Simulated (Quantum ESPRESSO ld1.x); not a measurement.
Spin polarisation of the 4p5 shell in Kr+. Start: [Ar] 3d10 4s2 4p(up 2.5, down 2.5); electrons of 4p are moved from spin down to spin up, other shells keep equal spins. Method: scalar-relativistic Kohn-Sham, LDA (Slater exchange, Perdew-Wang correlation), spin-polarised, spherical densities, point nucleus; computed with ld1.x of Quantum ESPRESSO 7.5.

moment (Bohr magnetons)  E - E(0) (eV)  e(4p up) (eV)  e(4p down) (eV)  4s down minus up (eV)
0                                0.000        -19.698          -19.698                  0.000
0.25                            -0.012        -19.790          -19.604                  0.197
0.5                             -0.047        -19.879          -19.506                  0.395
0.75                            -0.105        -19.965          -19.404                  0.593
1                               -0.187        -20.048          -19.299                  0.791

At moment 1 the spin-polarisation energy is -0.187 eV and the 4p exchange splitting 0.749 eV, that is 0.749 eV per Bohr magneton; E = -I m^2/4 would give I = 0.747 eV.
